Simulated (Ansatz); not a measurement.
Ideal-gas functions of F$_{2}$HOSV (`[OH][V]([F])([F])=[S]`) at 500 K and 1 bar, from an Ansatz frequency run at PBE0-D4/def2-TZVP.

Molar mass 138.01 g/mol, point group Cs (symmetry number 1), electronic degeneracy 1, moments of inertia 148.627, 209.649, 211.976 u Å². Harmonic wavenumbers (cm⁻¹, unscaled): 209, 219, 225, 236, 258, 380, 610, 644, 761, 803, 829, 3880.

Use S(trans) = R[1.5 ln M + 2.5 ln T − 1.1517]; rotational temperatures θ = 24.2544 K / I; S(rot) = R[ln(√π/σ · √(T³/θAθBθC)) + 1.5]; for each mode x = 1.438777 ν̃/T, S = R[x/(eˣ − 1) − ln(1 − e⁻ˣ)] and H = RT x/(eˣ − 1); 1 cm⁻¹ = 0.0119627 kJ/mol; R = 8.31446 J/(mol·K).

Question: By hand: the entropy, in J/(mol·K).

Answer: Translation 181.1. Rotation: θ = 0.1632, 0.1157, 0.1144 K, giving 120.3. Vibration, mode by mode: 12.67, 12.29, 12.07, 11.69, 10.98, 7.97, 4.63, 4.28, 3.28, 2.98, 2.81, 0.00, in all 85.7. Electronic 0.0. Sum 387.1 J/(mol·K).

Question: By hand: H − E and G − E in kJ/mol, counted from the electronic energy.

Answer: Zero-point energy ½ × 9054 × 0.0119627 = 54.2; thermal vibration 23.1; translation, rotation and pV give 4 RT = 16.6. H − E = 93.9 kJ/mol, and G − E = 93.9 − 500 × 387.1/1000 = -99.7 kJ/mol.

Vibration gives 22 % of the entropy. The sum counts one conformer and one mirror image; others add a mixing term.
